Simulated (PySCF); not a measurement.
Orbital picture of SnI⁺

PBE0 at R = 2.600 Å; Sn def2-TZVPPD with ECP28, I def2-TZVPPD with ECP28; scalar-relativistic core potentials (PySCF 2.14). State: ¹Σ⁺ (singlet), closed shell. Only the outer orbitals are listed, counted within each symmetry, core potentials removing the inner ones.

```csv
orbital,occ.,ε (eV),on Sn (%),main shells (%)
7σ,2,-24.98,8,91 I s
8σ,2,-18.65,79,"79 Sn s, 13 I p"
9σ,2,-13.75,45,"54 I p, 29 Sn p, 14 Sn s"
5π,2,-13.42,12,"87 I p, 10 Sn p"
5π,2,-13.42,12,"87 I p, 10 Sn p"
6π,0,-8.66,88,"88 Sn p, 10 I p"
6π,0,-8.66,88,"88 Sn p, 10 I p"
10σ,0,-6.02,73,"65 Sn p, 24 I p"
```

**Question.** Which are the highest filled and the lowest empty level, where do they sit, and how wide is the gap?

**Answer.** Highest filled 5π at -13.42 eV (in %: 87 I p, 10 Sn p); lowest empty 6π at -8.66 eV (in %: 88 Sn p, 10 I p); the gap at PBE0 is 4.76 eV.

The bond order (Mayer) is 1.59, the ⟨S²⟩ is 0.000 and the charge on Sn (Mulliken, basis-dependent) is 0.90. The charge on Sn (Löwdin, basis-dependent) is 0.73. The dipole moment (positive dipole points towards I; it is taken about the centre of mass and depends on that origin) is -4.07 D and the polarisability along the bond is 95.7 bohr³. The polarisability across the bond is 47.3 bohr³.

Spin–orbit coupling is left out.
